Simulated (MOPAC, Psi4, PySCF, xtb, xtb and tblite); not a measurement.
Two geometries of Si(Me)(OMe)3, SMILES CO[Si](C)(OC)OC, relaxed at GFN2-xTB with one dihedral held; other torsions can differ between them too.

Structure A

```
20

C     -2.0288    -1.1714    -1.5247
O     -1.5293    -0.3069    -0.5379
Si     0.0042    -0.0260    -0.0846
C     -0.0221     0.0586     1.8139
O      0.6346     1.3424    -0.7230
C      0.1903     2.6573    -0.5347
O      0.9022    -1.2279    -0.7084
C      2.2972    -1.3585    -0.6846
H     -1.3213    -1.9738    -1.7304
H     -2.9676    -1.5915    -1.1597
H     -2.2149    -0.6136    -2.4456
H     -0.8222     0.7018     2.1660
H      0.9125     0.4572     2.1985
H     -0.1728    -0.9185     2.2613
H     -0.8720     2.7461    -0.7708
H      0.7670     3.3013    -1.1997
H      0.3466     2.9708     0.5001
H      2.7775    -0.4383    -1.0189
H      2.5634    -2.1758    -1.3559
H      2.6407    -1.5928     0.3255
```

Structure B

```
20

C     -2.0626    -0.5727    -1.7743
O     -1.5357    -0.3657    -0.4897
Si     0.0028    -0.0420    -0.0838
C     -0.0405     0.0100     1.8106
O      0.6019     1.3363    -0.7411
C      0.1563     2.6488    -0.5332
O      0.9289    -1.2099    -0.7296
C      2.3274    -1.3056    -0.7215
H     -1.5998    -1.4441    -2.2396
H     -3.1349    -0.7400    -1.6667
H     -1.8904     0.2980    -2.4111
H     -0.7948     0.6990     2.1757
H      0.9187     0.3301     2.2074
H     -0.2616    -0.9654     2.2294
H     -0.9274     2.7197    -0.6491
H      0.6434     3.2857    -1.2728
H      0.4234     2.9895     0.4698
H      2.7811    -0.3734    -1.0603
H      2.6065    -2.1159    -1.3958
H      2.6877    -1.5313     0.2848
```

### Question
Which is lower in energy at the level PBE0-D3(BJ)/def2-TZVP // GFN2-xTB run with Psi4, and by how much?

### Answer
B is lower, by 3.06 kJ/mol (dihedral O5–Si3–O2–C1: 100° in A, 60° in B).

E(B) − E(A) in kJ/mol at the other levels, on the same two geometries: GFN2-xTB (xtb and tblite) -0.49; PBE0/def2-TZVP // GFN2-xTB (Psi4) -2.78; PBE/def2-TZVP // GFN2-xTB (Psi4) -3.23; PBE-D3(BJ)/def2-TZVP // GFN2-xTB (Psi4) -3.52; r2SCAN/def2-TZVP // GFN2-xTB (Psi4) -3.30; AM1, restricted, heats of formation // GFN2-xTB (MOPAC) -2.41; PM7, restricted, heats of formation // GFN2-xTB (MOPAC) -4.73; GFN1-xTB // GFN2-xTB (xtb) 2.83; restricted B3LYP/6-31G*, spherical d, density fitting // GFN2-xTB (PySCF) -2.33; restricted MP2 (frozen core)/3-21G // GFN2-xTB (PySCF) -0.27; restricted Hartree-Fock/STO-3G // GFN2-xTB (PySCF) -6.08; restricted M06-2X/6-31G*, spherical d, density fitting // GFN2-xTB (PySCF) -2.15.
